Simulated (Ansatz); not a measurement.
Consider the formal exchange of groups at the Se–C bond: `C=C[Se][SiH2]C` + BH₃ → `B[Se][SiH2]C` + `C=C`.

Computed with Ansatz on PBE0-D4/def2-TZVP structures; ΔE is electronic, products minus reactants. CCSD(T)/CBS adds triple-zeta CCSD(T) − MP2 to the extrapolated MP2 energy (def2 sets, frozen cores). This one scheme is used for every species. For Se outer-core shells are correlated without core-valence functions, which leaves a few kJ/mol of doubt a bond. Scalar relativity is left out up to krypton. Each species was taken in one conformer, which may not be the lowest.

`C=C[Se][SiH2]C`:

```xyz
13

C     1.004   -0.496   -2.311
C     0.969    0.780   -1.957
Se    0.308    1.548   -0.352
Si   -0.375   -0.329    0.752
C    -1.065    0.245    2.387
H     1.418   -0.779   -3.273
H     0.635   -1.300   -1.685
H     1.352    1.549   -2.622
H    -1.402   -1.041   -0.054
H     0.779   -1.249    0.939
H    -1.910    0.919    2.239
H    -1.410   -0.614    2.968
H    -0.303    0.767    2.970
```

BH₃:

Z-matrix (Å, degrees):
```
B
H 1 1.193
H 1 1.193 2 120.0
H 1 1.193 2 120.0 3 180.0
```

`B[Se][SiH2]C`:

```xyz
11

B     0.261   -2.190   -0.692
Se    1.706   -1.038   -0.221
Si    0.553    0.949   -0.349
C    -0.725    1.065    1.002
H    -0.818   -1.750   -0.949
H     0.489   -3.360   -0.717
H     1.576    2.019   -0.215
H    -0.073    1.037   -1.692
H    -1.450    0.253    0.913
H    -0.255    1.001    1.985
H    -1.263    2.015    0.936
```

`C=C`:

```xyz
6

C     0.078    0.650    0.097
C    -0.078   -0.650   -0.097
H     0.077    1.353   -0.729
H     0.215    1.065    1.090
H    -0.077   -1.353    0.729
H    -0.215   -1.065   -1.090
```

```tsv
species	HF/def2-TZVPP energy (Eh)
`C=C[Se][SiH2]C`	-2807.09823
BH₃	-26.40065
`B[Se][SiH2]C`	-2755.48332
`C=C`	-78.06647
```

Question: Work out ΔE.

Answer: ΔE = (-2755.48332) + (-78.06647) − (-2807.09823) − (-26.40065) = -0.05091 Eh = -133.7 kJ/mol. CCSD(T)/CBS gives -137.3 kJ/mol.

Largest T1 diagnostic among the species: 0.012.

The D4 term adds +5.9 kJ/mol with B3LYP and +3.2 kJ/mol with PBE0; it sums over pairs of atoms, weighted by their polarisabilities, and B3LYP, whose exchange is more repulsive, gets the larger term.

B3LYP here is the variant with VWN-RPA as its local correlation; programs differ in this.
